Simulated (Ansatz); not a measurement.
The cluster InF3, relaxed as a singlet with RKS r2SCAN-D4/def2-TZVP in Ansatz, starting from the GFN2-xTB geometry. Force threshold 0.02 eV/Å.

In the def2 sets In takes a core potential; there is no spin–orbit coupling. The structure comes from a short search, and lower isomers may exist.

Start:

Cartesian coordinates in Å:
```
In 0.003 -0.002 -0.001
F 1.025 0.424 -1.624
F 0.380 -1.643 1.011
F -1.407 1.220 0.614
```

| step | energy (eV) | largest force component (eV/Å) | SCF passes |
| --- | --- | --- | --- |
| 1 | -13328.9030 | 0.838 | 15 |
| 2 | -13328.9616 | 0.057 | 19 |
| 3 | -13328.9618 | 0.005 | 21 |

Force components are those of the run's own axes.

End:

```
atom   x (Å)   y (Å)   z (Å)
 In1   0.001  -0.001  -0.001
  F2   1.004   0.413  -1.589
  F3   0.373  -1.608   0.988
  F4  -1.379   1.196   0.602
```

By distances, no bond broke or formed. The bond that changes most is In1–F4, from 1.97 to 1.92 Å (atoms count from 1).

No frequencies were taken in this run, so the end may be a saddle point.

Hardware: 4 threads of Arm Neoverse V1 on a shared host. Wall time 3.1 s.
